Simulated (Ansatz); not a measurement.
Base molecule (SMILES): [O]=[Sn]([Cl])[Cl]. Structures are relaxed separately at B3LYP-D3(BJ)/def2-TZVP in Ansatz (a program for electronic structure). Correlated levels leave the core frozen unless marked. UHF or UKS for open shells. No spin-orbit coupling. The frozen core is the preceding noble-gas configuration, with the filled d and f shells of earlier blocks. In def2 rows, elements after Kr have scalar-relativistic effective core potentials. CBS marks a two-point X^-3 extrapolation of the correlation energy; Hartree-Fock from the larger set. [CCSD(T)-MP2]/basis is that difference in the basis named. Vertical energies are electronic, to the SCF solution reached for that spin.

Levels, all with Ansatz: PBE/def2-TZVPD, and a column headed coupled cluster (CCSD(T) or an MP2 limit with a CCSD(T) correction), which has limits of its own: vertical ionisation energy to the doublet at RI-MP2/CBS(def2-TZVPPD,def2-QZVPPD)+[CCSD(T)-MP2]/def2-TZVPPD.

| property of the base | coupled cluster | PBE |
|---|---|---|
| vertical ionisation energy to the doublet (eV) | 10.48 | 10.40 |

### Question
What happens with Sn replaced by Ge, giving [O]=[Ge]([Cl])[Cl]? Give the coupled-cluster values, and the shifts at both levels.

### Answer
vertical ionisation energy to the doublet 11.03 eV (+0.55; PBE +0.37).

### Question
What happens with every Cl replaced by F, giving [O]=[Sn]([F])[F]? Give the coupled-cluster values, and the shifts at both levels.

### Answer
vertical ionisation energy to the doublet 11.25 eV (+0.77; PBE +0.84).
